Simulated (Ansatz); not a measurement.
Harmonic frequencies (cm⁻¹) at PBE0-D4/def2-TZVP from Ansatz: 72, 81, 82, 171, 176, 189, 218, 237, 321, 476, 533, 561, 608, 661, 691, 1172, 1180, 1192, 1474, 1489, 1489, 1540, 3038, 3119, 3123, 3572, 3673.

Each molecule was computed in one conformer, which needn't be the lowest.

Which molecule is it?
A. `[NH2][Ta]([NH2])(=[O])[Cl]`
B. `C[O][Ta]([NH2])([F])=[S]`
C. `[CH3][Ta](=[NH])([OH])[Cl]`
D. `[CH3][Ta]([OH])([F])=[S]`

B.
